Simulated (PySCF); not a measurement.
GeF₂, SMILES [F][Ge][F] (connectivity only; charge and spin as stated), neutral, multiplicity 1.

Coordinates come from a B3LYP-D3(BJ)/def2-TZVP optimisation. The isomer is the one that the SMILES or the coordinates give; other isomers of the formula were not compared.

Level of theory: TDDFT-ωB97X/def2-SVPD in PySCF.

Vertical excitations. Isolated molecule, no solvent. State labels are in the subgroup C2v.

```tsv
state	symmetry	energy (eV)	λ (nm)	f	main pairs
S1	B1	5.49	226	0.117	HOMO→LUMO 99 %
S2	A2	7.18	173	0.000	HOMO−1→LUMO 98 %
S3	B2	7.81	159	0.040	HOMO−2→LUMO 61 %, HOMO→LUMO+1 37 %
S4	B1	8.28	150	0.017	HOMO−4→LUMO 97 %
S5	A1	8.45	147	0.149	HOMO→LUMO+2 61 %, HOMO−3→LUMO 36 %
S6	B2	8.53	145	0.360	HOMO→LUMO+1 59 %, HOMO−2→LUMO 33 %
S7	A2	8.88	140	0.000	HOMO−5→LUMO 97 %
S8	A1	8.94	139	0.283	HOMO−3→LUMO 55 %, HOMO→LUMO+2 30 %
S9	A1	9.49	131	0.001	HOMO→LUMO+3 90 %
S10	A1	10.07	123	0.039	HOMO−1→LUMO+1 89 %
T1	B1	3.90	318	0	HOMO→LUMO 98 %
T2	B2	6.67	186	0	HOMO→LUMO+1 94 %
T3	A2	7.04	176	0	HOMO−1→LUMO 98 %
T4	B2	7.22	172	0	HOMO−2→LUMO 97 %
```
Triplets are in the Tamm–Dancoff approximation, which puts them higher than full response would, so one can lie above its singlet here.
